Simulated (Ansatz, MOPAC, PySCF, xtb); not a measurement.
Spectroscopic constants of NO+, closed-shell singlet (the spin of the measured ground state).

Constants: fifth-degree fit in 1/R to seven points, most abundant isotopes. Runs in def2 and cc sets follow the lowest solution found near the PBE0 minimum. The singlet is held restricted. HF and MP2 rows in def2 and cc sets belong to the determinant that coupled cluster picked by its CCSD energy.

Cores are frozen in the correlated methods. CBS: X⁻³ extrapolation of the correlation energy, Hartree–Fock from the larger set. Rows in 6-31G* carry no dispersion term and start afresh at each structure (6-31G* with six Cartesian d functions). The state that AM1 reach isn't checked.

Run with Ansatz (a first-principles code); MOPAC for AM1 (differences of heats of formation); PySCF for 6-31G* rows; xtb for the GFN methods. Each number belongs to the level named beside it.

```
level                                  r_e (Å)  ω_e (cm⁻¹)  ω_e x_e (cm⁻¹)
-------------------------------------  -------  ----------  --------------
AM1                                      1.066        2584             6.9
GFN1-xTB                                 1.046        2474              14
BP86/6-31G*                              1.086        2350              15
r2SCAN/def2-TZVPP                        1.059        2456              14
MP2/aug-cc-pVTZ                          1.082        2157              22
MP2/def2-QZVPP                           1.079         ___              21
CCSD/aug-cc-pV5Z                         1.056        2489              14
CCSD(T)/CBS(aug-cc-pVQZ, aug-cc-pV5Z)      ___         ___              16
```

### Question
Some entries are withheld; supply them.

### Answer

- CCSD(T)/CBS(aug-cc-pVQZ, aug-cc-pV5Z), r_e (Å): 1.064
- CCSD(T)/CBS(aug-cc-pVQZ, aug-cc-pV5Z), ω_e (cm⁻¹): 2383
- MP2/def2-QZVPP, ω_e (cm⁻¹): 2179

Measured for the ground state: r_e 1.0632 Å [Huber and Herzberg (1979), NIST Chemistry WebBook]. ω_e 2376.7 cm-1, ω_e x_e 16.255 cm-1, B_e 1.9972 cm-1, α_e 0.01879 cm-1 [Irikura, J. Phys. Chem. Ref. Data 36, 389 (2007)].
